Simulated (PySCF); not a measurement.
Cl3NbO, charge -1, sextet, geometry from GFN2-xTB of the parent state (such geometries of metal compounds can be far from the true shape) (the multiplicity is a formal guess) (core potentials on Nb) (a gas-phase anion, which may not be bound at this level); DF-B3LYP/def2-SVP (PySCF).

Here is a job for PySCF.
```python
from pyscf import gto, scf, dft

mol = gto.M(
    atom='''
Nb    0.26374544   -0.31008028   -0.17162870
O     1.77939030   -0.64239807   -0.83029859
Cl    0.65892793    1.21837753    1.63717132
Cl   -0.76825073    1.60379965   -1.16911086
Cl   -1.36412926   -1.77203155    0.33659633
''',
    basis='def2-svp',
    ecp={'Nb': 'def2-svp'},
    charge=-1,
    spin=5,
    verbose=3,
)

mf = dft.ROKS(mol)
mf.xc = 'b3lyp'
mf = mf.density_fit(auxbasis='def2-universal-jkfit')
mf.kernel()
mf.analyze()
```

Q: Write the output that PySCF gives for this input, abridged.

A: 
```
converged SCF energy = -1512.28933198459
**** MO energy ****
                Roothaan           | alpha              | beta
MO #1   energy= -101.371243506782  | -101.373164874618  | -101.369322138945  occ= 2
MO #2   energy= -101.370410855026  | -101.372349968086  | -101.368471741966  occ= 2
MO #3   energy= -101.327610182754  | -101.328938983343  | -101.326281382166  occ= 2
MO #4   energy= -19.0181871791285  | -19.027608394166   | -19.0087659641023  occ= 2
MO #5   energy= -9.32461067104339  | -9.32643447835699  | -9.32278686372986  occ= 2
MO #6   energy= -9.32376231275085  | -9.32560850868306  | -9.32191611681869  occ= 2
MO #7   energy= -9.2829247270087   | -9.28419061916336  | -9.28165883485249  occ= 2
MO #8   energy= -7.09102633454572  | -7.0966610850659   | -7.08539158402966  occ= 2
MO #9   energy= -7.09016599051938  | -7.09575806768127  | -7.08457391336267  occ= 2
MO #10  energy= -7.08592938846426  | -7.08727340486363  | -7.08458537206518  occ= 2
MO #11  energy= -7.08501913655489  | -7.08645631165929  | -7.08358196145098  occ= 2
MO #12  energy= -7.08397735232154  | -7.08516758256361  | -7.0827871220795   occ= 2
MO #13  energy= -7.08320597815895  | -7.08440482392593  | -7.0820071323921   occ= 2
MO #14  energy= -7.04814117517283  | -7.05072327146883  | -7.04555907886588  occ= 2
MO #15  energy= -7.0441242866404   | -7.04532186709357  | -7.04292670618656  occ= 2
MO #16  energy= -7.04319609345524  | -7.04503837184751  | -7.04135381505776  occ= 2
MO #17  energy= -2.14869551674804  | -2.17439342278063  | -2.12299761063532  occ= 2
MO #18  energy= -1.26435454107714  | -1.28309591617352  | -1.2456131589439   occ= 2
MO #19  energy= -1.20672714749256  | -1.24053779428139  | -1.1729165005987   occ= 2
MO #20  energy= -1.19814966909506  | -1.2333146707983   | -1.16298466422854  occ= 2
MO #21  energy= -0.736486758365629 | -0.765435107685612 | -0.70753840725108  occ= 2
MO #22  energy= -0.667237551243937 | -0.681270506621445 | -0.653204595760371 occ= 2
MO #23  energy= -0.656797191313373 | -0.671356628013997 | -0.642237753095046 occ= 2
MO #24  energy= -0.628622441344378 | -0.63888861605493  | -0.618356262423443 occ= 2
MO #25  energy= -0.241457396320046 | -0.256558614685181 | -0.226356359579365 occ= 2
MO #26  energy= -0.231825948052855 | -0.244143760074472 | -0.219507590710452 occ= 2
MO #27  energy= -0.229347155321121 | -0.240756255638596 | -0.21793808216655  occ= 2
MO #28  energy= -0.217283190488846 | -0.240439040058919 | -0.194122400346648 occ= 2
MO #29  energy= -0.213616723264448 | -0.224481333978952 | -0.202752105882522 occ= 2
MO #30  energy= -0.209193425778176 | -0.230449740390354 | -0.187937145806413 occ= 2
MO #31  energy= -0.189830921710409 | -0.197702137452655 | -0.181959744535513 occ= 2
MO #32  energy= -0.183429357066977 | -0.19124360245443  | -0.17561501118833  occ= 2
MO #33  energy= -0.169824221273143 | -0.180279762406912 | -0.15936014544563  occ= 2
MO #34  energy= -0.165246911610472 | -0.175986406272096 | -0.154506086839652 occ= 2
MO #35  energy= -0.15605701424957  | -0.238481474738813 | -0.0736468131316727 occ= 1
MO #36  energy= -0.147749679916054 | -0.196450186150552 | -0.0990506300626061 occ= 1
MO #37  energy= 0.0795004376822198 | 0.0143892307126228 | 0.144611560922165  occ= 1
MO #38  energy= 0.109214848431705  | 0.0431700338756923 | 0.175259304383285  occ= 1
MO #39  energy= 0.125295365059604  | 0.081053094272821  | 0.169537066103021  occ= 1
MO #40  energy= 0.169919166006907  | 0.163213755810192  | 0.176624546924547  occ= 0
MO #41  energy= 0.170926160557635  | 0.158846081888256  | 0.183006434959651  occ= 0
MO #42  energy= 0.176544632236228  | 0.168573337650973  | 0.18451600318414   occ= 0
MO #43  energy= 0.186988266023374  | 0.178730081950655  | 0.19524660372477   occ= 0
MO #44  energy= 0.193642119067404  | 0.183386644863586  | 0.203897665689287  occ= 0
MO #45  energy= 0.201440049427049  | 0.186231196222677  | 0.216649485402683  occ= 0
MO #46  energy= 0.345403283193995  | 0.33492195503305   | 0.355884701874442  occ= 0
MO #47  energy= 0.412219853241309  | 0.395280695197628  | 0.429159019980322  occ= 0

WARN: System has nonzero charge -1; the dipole moment is origin-dependent.
Location of origin: [0. 0. 0.]

Dipole moment(X, Y, Z, Debye): -0.67350,  2.98543,  1.15124
```
